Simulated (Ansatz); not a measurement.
Total energies of Sb₂As⁺ from Ansatz at PBE-D4/def2-TZVP, gas phase (1 Eh = 27.2114 eV = 2625.5 kJ/mol). The reference geometry is relaxed at PBE-D4/def2-TZVP.

```xyz
3

As    0.307    1.296    0.531
Sb    0.297   -0.248   -1.501
Sb   -0.604   -1.048    0.970
```

```
           state                     geometry  energy (Eh)
charge 1 singlet                    reference  -2715.86016
charge 0 doublet                    reference  -2716.10773
charge 1 triplet  relaxed at PBE-D4/def2-TZVP  -2715.81789
charge 1 quintet  relaxed at PBE-D4/def2-TZVP  -2715.75540
```

In the def2 sets Sb takes a core potential; there is no spin–orbit coupling.

Problem. Work out the vertical electron affinity, to the doublet.

Solution. E(charge 1 singlet) − E(charge 0 doublet) = -2715.86016 − (-2716.10773) = 0.24757 Eh = 6.74 eV.

Problem. Which of the charge 1 states is lowest, and how far above it are the others?

Solution. The singlet. triplet: -2715.81789 − (-2715.86016) = 0.04227 Eh = 111.0 kJ/mol; quintet: -2715.75540 − (-2715.86016) = 0.10476 Eh = 275.0 kJ/mol.

The structure comes from a short search, and lower isomers may exist.
